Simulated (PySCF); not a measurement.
Start geometry of `FB(F)F` from GFN2-xTB (Å):
```
atom  x, y, z in Å
F1    -1.0852   -0.5864    0.7044
B2    -0.0031   -0.0032    0.3145
F3     1.1248   -0.4764    0.7083
F4     0.0015    1.0407   -0.4706
```

What comes out of this run: PBE0-D3(BJ)/def2-SVP geometry optimisation, gas phase (PySCF)?

```
atom  x, y, z in Å
F1    -1.0138   -0.7937    0.5966
B2     0.0397   -0.0739    0.3007
F3     1.2309   -0.4653    0.6784
F4    -0.0978    1.0380   -0.3772
```

The energy falls by 5.0 kJ/mol over 13 energy and gradient evaluations, the largest force component goes from 0.0280 to 3.0e-04 Eh/bohr, and the atoms move by 0.027 Å rms after alignment. The bond that changes most is B2–F3 (three-coordinate boron to boron-bound fluorine), which lengthens by 0.025 Å. Bonds longer at the end by more than 0.005 Å: 2 of 3; shorter: 0. Among the angles that change most is F1–B2–F4, from 123.1° to 119.9°. Rotational constants go from 11021, 10208, 5299 to 10358, 10324, 5170 MHz. The orientation of the end geometry is arbitrary; only internal coordinates are fixed.

The run used 56 basis functions and 71 SCF cycles in all. Hardware: 4 threads, Arm Neoverse V2 (aarch64), no GPU, shared host with 192 logical CPUs at a one-minute load of 71. Cost: 5.7 s wall, 9.5 s CPU, 0.28 GiB resident at most.

No frequency check.
